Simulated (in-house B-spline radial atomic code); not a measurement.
Settings and results of a run for the europium ion Eu³⁺ (an excited or competing configuration). Method: scalar-relativistic (X2C) TPSS, spin-polarised, spherical fractional occupations, Fermi nucleus of rms radius 5.1115 fm. Calculated with a B-spline radial code for spherical atoms.

Command:
```bash
python run_scf.py task.json out
```
Settings (nuclear radius in fm, mass in u):
```
Z                63
configuration    [Kr] 4d10 4f6 5s2 5p5 6p1
hamiltonian      x2c
method           tpss,tpss
spin_polarised   True
nucleus          fermi
rms_radius       5.1115
atomic_mass      152.92124
speed_of_light   137.035999084
```

Output (hartree, bohr):
```
 radial grid: 78 intervals, B-splines of order 8, outer radius 51.8919 bohr

 iter        energy (Eh)    residual
    1      -10840.501938    9.59e-02
    2      -10840.505997    2.27e-03
    3      -10840.506122    5.79e-04
    4      -10840.506129    3.40e-04
    5      -10840.506131    1.00e-04
    6      -10840.506131    6.99e-05
    7      -10840.506131    1.12e-05
    8      -10840.506131    1.97e-06
    9      -10840.506131    1.60e-07

 total energy                    -10840.50613
 kinetic                           11791.7764
 electron-nucleus                 -26529.1603
 Hartree                            4141.0166
 exchange-correlation               -244.1389

 orbital      occ     eigenvalue          <r>       <r^2>       <1/r>       r_max
 1s up      1.000     -1775.7120    0.0216063 0.000645617     75.1897     0.01336
 1s down    1.000     -1775.7086    0.0216062 0.000645615     75.1898     0.01336
 2s up      1.000      -292.7619    0.0944231   0.0105894     17.3343     0.08037
 2s down    1.000      -292.7604    0.0944221   0.0105892     17.3344     0.08037
 2p up      3.000      -261.3522     0.083464  0.00852016     15.3682     0.06466
 2p down    3.000      -261.3494    0.0834633  0.00851996     15.3682     0.06466
 3s up      1.000       -65.6586     0.249082   0.0710325     6.21674      0.2289
 3s down    1.000       -65.5904     0.248889   0.0709201     6.22276      0.2288
 3p up      3.000       -55.8237     0.247529   0.0711154     5.66677      0.2243
 3p down    3.000       -55.7514     0.247295   0.0709783     5.67258      0.2241
 3d up      5.000       -42.4590     0.226135   0.0601421     5.32605      0.1839
 3d down    5.000       -42.3971     0.225852   0.0599797     5.33141      0.1838
 4s up      1.000       -14.2755     0.565767    0.361322     2.56704      0.5277
 4s down    1.000       -14.0824     0.565753    0.361283     2.56598      0.5275
 4p up      3.000       -11.0270     0.598146    0.406934     2.32101      0.5502
 4p down    3.000       -10.8304     0.598097    0.406883     2.32042      0.5497
 4d up      5.000        -6.4451     0.651865    0.492744      2.0327      0.5729
 4d down    5.000        -6.2408     0.652221    0.493567      2.0317       0.572
 4f up      6.000        -1.5274      0.85314    0.922391     1.50734      0.5834
 5s up      1.000        -2.9641      1.33033     1.98098     1.00724       1.213
 5s down    1.000        -2.8172      1.34925     2.03889    0.989865       1.224
 5p up      3.000        -2.1298      1.51106      2.5688    0.866645       1.354
 5p down    2.000        -2.0065      1.54101     2.67306     0.84643       1.373
 6p up      1.000        -0.7303      3.57871     14.1805    0.353841       3.377
```

Cost of the run: 0.31 s on 1 thread of x86-64 server CPU (shared host).

One-electron X2C: radii and densities carry no picture-change correction, so inner-shell <1/r> comes out high (for 1s by about 2 % at Z = 33, 5 % at 54, 10 % at 75, 30 % at 118) and <r> low.
